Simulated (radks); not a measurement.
All-electron atom: neutral antimony in [Kr] 4d10 5s2 5p3 (the NIST ground configuration). Calculated with a radial shooting solver on a logarithmic mesh with Libxc functionals: scalar-relativistic Kohn-Sham, PBEsol, spin-polarised, spherical densities, finite nucleus; open shells are filled with parallel spins first (spin-orbit coupling, left out, can overturn this in heavy ions); Fermi nuclear charge, rms radius 4.6802 fm; hard spherical wall at 3 bohr.

Radial electron density D(r) = 4 pi r^2 rho(r):

r (bohr),D(r) (e/bohr),spin D(r)
0.003984,16.18,-0.000109
0.004528,19.41,-0.0000921
0.005147,23.10,-0.0000488
0.00585,27.27,0.0000388
0.006648,31.88,0.000198
0.007556,36.87,0.000468
0.008588,42.11,0.000911
0.009761,47.43,0.00161
0.01101,52.28,0.00261
0.01251,57.04,0.00422
0.01422,61.06,0.00659
0.01616,64.02,0.0100
0.01836,65.68,0.0149
0.02087,65.89,0.0217
0.02372,64.74,0.0308
0.02696,62.56,0.0426
0.03064,60.00,0.0574
0.03483,57.89,0.0748
0.03958,57.19,0.0941
0.04499,58.67,0.113
0.05113,62.64,0.129
0.05765,68.29,0.138
0.06552,75.23,0.136
0.07447,81.32,0.119
0.08464,84.59,0.0870
0.09619,83.68,0.0446
0.1093,78.53,0.00363
0.1243,70.80,-0.0189
0.1412,63.37,-0.00566
0.1605,59.24,0.0515
0.1824,59.92,0.142
0.2073,64.36,0.234
0.2357,69.10,0.282
0.2678,69.94,0.252
0.302,64.85,0.157
0.3432,53.70,0.0412
0.3901,40.15,-0.00220
0.4434,28.83,0.0966
0.5039,22.84,0.327
0.5727,22.14,0.576
0.6509,24.04,0.684
0.7398,25.25,0.553
0.8408,23.89,0.241
0.9556,20.17,-0.0413
1.086,15.57,-0.0406
1.234,11.62,0.392
1.392,9.133,1.14
1.582,7.615,2.07
1.798,6.546,2.72
2.043,5.160,2.69
2.322,3.136,1.84
2.64,1.005,0.624

D(r) has 4 maxima, at r = 0.0199, 0.0881, 0.257, 0.740 bohr, and minima at 0.0390, 0.168, 0.546 bohr, inside which lie 1.99, 11.19, 28.95 electrons.
